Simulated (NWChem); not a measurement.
System: CHFO3Si; SMILES O=C1O[SiH](F)O1

NWChem printed, in part:

```
             Northwest Computational Chemistry Package (NWChem) 7.3.0
             --------------------------------------------------------

                             Geometry "geometry" -> ""
                             -------------------------

 Output coordinates in angstroms (scale by  1.889725989 to convert to a.u.)

  No.       Tag          Charge          X              Y              Z
 ---- ---------------- ---------- -------------- -------------- --------------
    1 O                    8.0000    -0.37658700     2.38819600     0.00000000
    2 C                    6.0000    -0.09968900     1.23224000     0.00000000
    3 O                    8.0000     0.10813800     0.39345000     1.10184300
    4 Si                  14.0000     0.43109500    -0.87424000     0.00000000
    5 F                    9.0000    -0.66356700    -2.05922800     0.00000000
    6 O                    8.0000     0.10813800     0.39345000    -1.10184300
    7 H                    1.0000     1.78223500    -1.47350200     0.00000000

 Effective nuclear repulsion energy (a.u.)     307.0852644706

                              NWChem Property Module
                              ----------------------

  itol2e modified to match energy
  convergence criterion.

                                 NWChem DFT Module
                                 -----------------

 Summary of "ao basis" -> "ao basis" (spherical)
 ------------------------------------------------------------------------------
       Tag                 Description            Shells   Functions and Types
 ---------------- ------------------------------  ------  ---------------------
 O                         def2-tzvp                11       31   5s3p2d1f
 C                         def2-tzvp                11       31   5s3p2d1f
 Si                        def2-tzvp                13       37   5s5p2d1f
 F                         def2-tzvp                11       31   5s3p2d1f
 H                         def2-tzvp                 4        6   3s1p

  itol2e modified to match energy
  convergence criterion.

            General Information
            -------------------
          SCF calculation type: DFT
          Wavefunction type:  closed shell.
          No. of atoms     :     7
          No. of electrons :    54
           Alpha electrons :    27
            Beta electrons :    27
          Charge           :     0
          Spin multiplicity:     1
          Use of symmetry is: off; symmetry adaption is: off
          Maximum number of iterations: 150
          AO basis - number of functions:   198
                     number of shells:    72
          Convergence on energy requested:  1.00D-07
          Convergence on density requested:  1.00D-05
          Convergence on gradient requested:  5.00D-04

              XC Information
              --------------
                         B3LYP Method XC Potential
                     Hartree-Fock (Exact) Exchange  0.200
                        Slater Exchange Functional  0.800 local
                    Becke 1988 Exchange Functional  0.720 non-local
              Lee-Yang-Parr Correlation Functional  0.810
                  VWN I RPA Correlation Functional  0.190 local

             Grid Information
             ----------------
          Grid used for XC integration:  fine
          Radial quadrature: Mura-Knowles
          Angular quadrature: Lebedev.
          Tag              B.-S. Rad. Rad. Pts. Rad. Cut. Ang. Pts.
          ---              ---------- --------- --------- ---------
          O                   0.60       70          12.0       590
          C                   0.70       70          11.0       590
          Si                  1.10      123          10.0       770
          F                   0.50       70          11.0       590
          H                   0.35       60          11.0       590
          Grid pruning is: on
          Number of quadrature shells:   533
          Spatial weights used:  Erf1

      Superposition of Atomic Density Guess
      -------------------------------------

 Sum of atomic energies:        -650.77754801

      Non-variational initial energy
      ------------------------------

 Total energy =    -652.809708
 1-e energy   =   -1511.469107
 2-e energy   =     551.574135
 HOMO         =      -0.456744
 LUMO         =       0.049983

------------------------------------------------------------
EAF file 0: "./job.aoints.0" size=639107072 bytes
------------------------------------------------------------
               write      read    awrite     aread      wait
               -----      ----    ------     -----      ----
     calls:     1219         0         0         0         0
   data(b): 6.39e+08  0.00e+00  0.00e+00  0.00e+00
   time(s): 0.00e+00  0.00e+00  0.00e+00  0.00e+00  0.00e+00
rate(mb/s): 0.00e+00  0.00e+00
------------------------------------------------------------

   convergence    iter        energy       DeltaE   RMS-Dens  Diis-err
 ---------------- ----- ----------------- --------- --------- ---------
 d= 0,ls=0.0,diis     1   -653.8142183503 -9.61D+02  7.65D-03  2.47D+00
 d= 0,ls=0.0,diis     2   -653.3856474086  4.29D-01  5.00D-03  7.56D+00
 d= 0,ls=0.0,diis     3   -654.0210087486 -6.35D-01  1.56D-03  2.78D-01
 d= 0,ls=0.0,diis     4   -654.0303956644 -9.39D-03  7.17D-04  1.77D-01
 d= 0,ls=0.0,diis     5   -654.0452037435 -1.48D-02  1.21D-04  2.07D-03
  Resetting Diis
 d= 0,ls=0.0,diis     6   -654.0453756010 -1.72D-04  2.59D-05  9.11D-05
 d= 0,ls=0.0,diis     7   -654.0453839629 -8.36D-06  1.66D-05  9.67D-06
 d= 0,ls=0.0,diis     8   -654.0453828830  1.08D-06  9.30D-06  2.32D-05
 d= 0,ls=0.0,diis     9   -654.0453849055 -2.02D-06  1.77D-06  7.81D-07
 d= 0,ls=0.0,diis    10   -654.0453849716 -6.61D-08  4.59D-07  3.40D-08

         Total DFT energy =     -654.045384971589
      One electron energy =    -1513.269565268964
           Coulomb energy =      615.228732481230
    Exchange-Corr. energy =      -63.089816654459
 Nuclear repulsion energy =      307.085264470603

 Numeric. integr. density =       53.999999363451

                       DFT Final Molecular Orbital Analysis
                       ------------------------------------

 Vector   25  Occ=2.000000D+00  E=-3.789420D-01
              MO Center=  1.3D-01,  3.6D-01, -1.7D-09, r^2= 1.9D+00
   Bfn.  Coefficient  Atom+Function         Bfn.  Coefficient  Atom+Function
  ----- ------------  ---------------      ----- ------------  ---------------
    68      0.319902  3 O  px               167     -0.319902  6 O  px
    71      0.270412  3 O  px               170     -0.270412  6 O  px
    74      0.188408  3 O  px               173     -0.188408  6 O  px
    69      0.099751  3 O  py               168     -0.099751  6 O  py
    72      0.084145  3 O  py               171     -0.084145  6 O  py

 Vector   26  Occ=2.000000D+00  E=-3.646402D-01
              MO Center= -1.2D-01,  1.4D+00,  3.1D-09, r^2= 2.5D+00
   Bfn.  Coefficient  Atom+Function         Bfn.  Coefficient  Atom+Function
  ----- ------------  ---------------      ----- ------------  ---------------
     6      0.343680  1 O  px                 9      0.280420  1 O  px
    68     -0.198962  3 O  px               167     -0.198962  6 O  px
    12      0.174341  1 O  px                71     -0.167892  3 O  px
   170     -0.167892  6 O  px                37      0.114967  2 C  px
    74     -0.112629  3 O  px               173     -0.112629  6 O  px

 Vector   27  Occ=2.000000D+00  E=-3.350870D-01
              MO Center= -2.7D-01,  1.9D+00,  6.4D-11, r^2= 1.7D+00
   Bfn.  Coefficient  Atom+Function         Bfn.  Coefficient  Atom+Function
  ----- ------------  ---------------      ----- ------------  ---------------
     8      0.439476  1 O  pz                11      0.356893  1 O  pz
    14      0.234620  1 O  pz                69     -0.124455  3 O  py
   168      0.124455  6 O  py                72     -0.105536  3 O  py
   171      0.105536  6 O  py               110      0.084183  4 Si pz
    70      0.082830  3 O  pz               169      0.082830  6 O  pz

[...]

          -----------------------
          Electric field gradient
          -----------------------

 1 a.u. = 0.324123 10**(16) esu/cm**3  ( or statvolts/cm**2 ) = 0.97174 10**(22) v/m**2

 ------------------------------------------------------------
   Atom      X         Y         Z
 ------------------------------------------------------------
    1 O   -0.71165   4.51304   0.00000
 ------------------------------------------------------------

 Electric field gradient in molecular frame (a.u.)
         XX             YY             ZZ             XY             XZ             YZ
 ------------------------------------------------------------------------------------------
       -0.753276      -0.616461       1.369737      -0.028586      -0.000000       0.000000

 Principal components (a.u.) and orientation
 of principal axis w.r.t. absolute frame                      Asymmetry parameter eta
 --------------------------------------------------------------------------------------
        1.369737      -0.759008      -0.610729                       0.108254

       -0.000000       0.980480      -0.196620
        0.000000       0.196620       0.980480
        1.000000       0.000000      -0.000000

 ------------------------------------------------------------
   Atom      X         Y         Z
 ------------------------------------------------------------
    2 C   -0.18838   2.32860   0.00000
 ------------------------------------------------------------

 Electric field gradient in molecular frame (a.u.)
         XX             YY             ZZ             XY             XZ             YZ
 ------------------------------------------------------------------------------------------
       -0.227393       0.276839      -0.049446      -0.125833       0.000000       0.000000

 Principal components (a.u.) and orientation
 of principal axis w.r.t. absolute frame                      Asymmetry parameter eta
 --------------------------------------------------------------------------------------
        0.306496      -0.257050      -0.049446                       0.677346

       -0.229405       0.973331       0.000000
        0.973331       0.229405      -0.000000
        0.000000      -0.000000       1.000000

 ------------------------------------------------------------
   Atom      X         Y         Z
 ------------------------------------------------------------
    3 O    0.20435   0.74351   2.08218
 ------------------------------------------------------------

 Electric field gradient in molecular frame (a.u.)
         XX             YY             ZZ             XY             XZ             YZ
 ------------------------------------------------------------------------------------------
        0.724818      -0.735727       0.010909       0.408561      -0.183763       0.753361

 Principal components (a.u.) and orientation
 of principal axis w.r.t. absolute frame                      Asymmetry parameter eta
 --------------------------------------------------------------------------------------
       -1.300639       0.831661       0.468977                       0.278851

       -0.214341       0.964142      -0.156484
        0.833704       0.264058       0.484986
       -0.508916       0.026509       0.860408

 ------------------------------------------------------------
   Atom      X         Y         Z
 ------------------------------------------------------------
    4 Si   0.81465  -1.65207   0.00000
 ------------------------------------------------------------

 Electric field gradient in molecular frame (a.u.)
         XX             YY             ZZ             XY             XZ             YZ
 ------------------------------------------------------------------------------------------
        0.363154       0.183012      -0.546166      -0.389937      -0.000000      -0.000000

 Principal components (a.u.) and orientation
 of principal axis w.r.t. absolute frame                      Asymmetry parameter eta
 --------------------------------------------------------------------------------------
        0.673287      -0.546166      -0.127121                       0.622386

        0.782644       0.000000       0.622470
       -0.622470       0.000000       0.782644
       -0.000000       1.000000      -0.000000

 ------------------------------------------------------------
   Atom      X         Y         Z
 ------------------------------------------------------------
    5 F   -1.25396  -3.89138   0.00000
 ------------------------------------------------------------

 Electric field gradient in molecular frame (a.u.)
         XX             YY             ZZ             XY             XZ             YZ
 ------------------------------------------------------------------------------------------
       -0.115716      -0.332438       0.448154      -0.932544      -0.000000       0.000000

 Principal components (a.u.) and orientation
 of principal axis w.r.t. absolute frame                      Asymmetry parameter eta
 --------------------------------------------------------------------------------------
       -1.162896       0.714742       0.448154                       0.229246

        0.665048       0.746801       0.000000
        0.746801      -0.665048      -0.000000
       -0.000000      -0.000000       1.000000

 ------------------------------------------------------------
   Atom      X         Y         Z
 ------------------------------------------------------------
    6 O    0.20435   0.74351  -2.08218
 ------------------------------------------------------------

 Electric field gradient in molecular frame (a.u.)
         XX             YY             ZZ             XY             XZ             YZ
 ------------------------------------------------------------------------------------------
        0.724818      -0.735727       0.010909       0.408561       0.183763      -0.753361

 Principal components (a.u.) and orientation
 of principal axis w.r.t. absolute frame                      Asymmetry parameter eta
 --------------------------------------------------------------------------------------
       -1.300639       0.831661       0.468977                       0.278851

       -0.214341       0.964142       0.156484
        0.833704       0.264058      -0.484986
        0.508916      -0.026509       0.860408

 ------------------------------------------------------------
   Atom      X         Y         Z
 ------------------------------------------------------------
    7 H    3.36794  -2.78452   0.00000
 ------------------------------------------------------------

 Electric field gradient in molecular frame (a.u.)
         XX             YY             ZZ             XY             XZ             YZ
 ------------------------------------------------------------------------------------------
       -0.107380       0.036386       0.070994       0.078768       0.000000      -0.000000

 Principal components (a.u.) and orientation
 of principal axis w.r.t. absolute frame                      Asymmetry parameter eta
 --------------------------------------------------------------------------------------
       -0.142135       0.071141       0.070994                       0.001036

        0.914901       0.403678       0.000000
       -0.403678       0.914901       0.000000
       -0.000000      -0.000000       1.000000
```

Level: B3LYP/def2-TZVP. All runs use the structure optimised with PBE-D3(BJ)/def2-SVP. NWChem prints the field gradient with the sign opposite to the second derivative of the potential.

Problem. Reconstruct the input file.

Solution. This is not unique; one that fits is the input that was run:
```
start job
memory heap 200 mb stack 900 mb global 1100 mb
geometry units angstroms noautosym nocenter noautoz
  O     -0.376587     2.388196     0.000000
  C     -0.099689     1.232240     0.000000
  O      0.108138     0.393450     1.101843
  Si     0.431095    -0.874240     0.000000
  F     -0.663567    -2.059228     0.000000
  O      0.108138     0.393450    -1.101843
  H      1.782235    -1.473502     0.000000
end
basis spherical
  O library def2-tzvp
  C library def2-tzvp
  Si library def2-tzvp
  F library def2-tzvp
  H library def2-tzvp
end
dft
  xc b3lyp
  iterations 150
  semidirect filesize 400000000
end
property
  efieldgrad
end
task dft property
```
